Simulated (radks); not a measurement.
Values are calculated unless marked as measured or tabulated.
Species: Cr I. Configuration: [Ar] 3d4.75 4s1.25 (fractional occupations, a model configuration). Level of theory: scalar-relativistic Kohn-Sham, LDA (Slater exchange, Perdew-Wang correlation), spin-unpolarised, spherical densities, point nucleus (a radial shooting solver on a logarithmic mesh with Libxc functionals). Some entries of the table are withheld. Estimate them.

| orbital | occ. | eigenvalue (eV) | <r> (bohr) |
|---|---|---|---|
| 1s | 2 | (1) | (2) |
| 2s | 2 | (3) | (4) |
| 2p | 6 | -561.2040 | 0.2602 |
| 3s | 2 | -74.3928 | 0.9027 |
| 3p | 6 | -46.1532 | 0.9653 |
| 4s | 1.25 | (5) | (6) |
| 3d | 4.75 | -3.7637 | 1.457 |

Answer. 
(1) 1s eigenvalue (eV): -5867.506
(2) 1s <r> (bohr): 0.06367
(3) 2s eigenvalue (eV): -666.3862
(4) 2s <r> (bohr): 0.2939
(5) 4s eigenvalue (eV): -4.3803
(6) 4s <r> (bohr): 3.347
